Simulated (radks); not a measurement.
The osmium ion Os66+, 10 electrons, occupied as [Ne].

Method: Dirac Kohn-Sham, exchange-only PBE, spin-unpolarised, spherical densities, finite nucleus; Fermi nuclear charge, rms radius 5.4126 fm; computed with a radial shooting solver on a logarithmic mesh with Libxc functionals.

Energy parts (eV):
total: -319792.14
kinetic: 374987.85
electron-nucleus: -713775.58
Hartree: 22859.90
exchange: -3864.31

Orbitals (lengths in bohr, moments of r in powers of bohr; <r^-3> diverges for s and p1/2):
orbital  occ.  eigenvalue (eV)       <r^4>  <1/r>  <r^-3>
1s1/2       2        -79733.27   5.099e-07  90.48       -
2s1/2       2        -18456.85  0.00006992  22.48       -
2p1/2       2        -18005.31  0.00004135  22.39       -
2p3/2       4        -16416.78  0.00006062  18.62   18620

The highest occupied level is 2p3/2 at -16416.8 eV. The electron density at the nucleus is 1.62e+06 e/bohr^3.
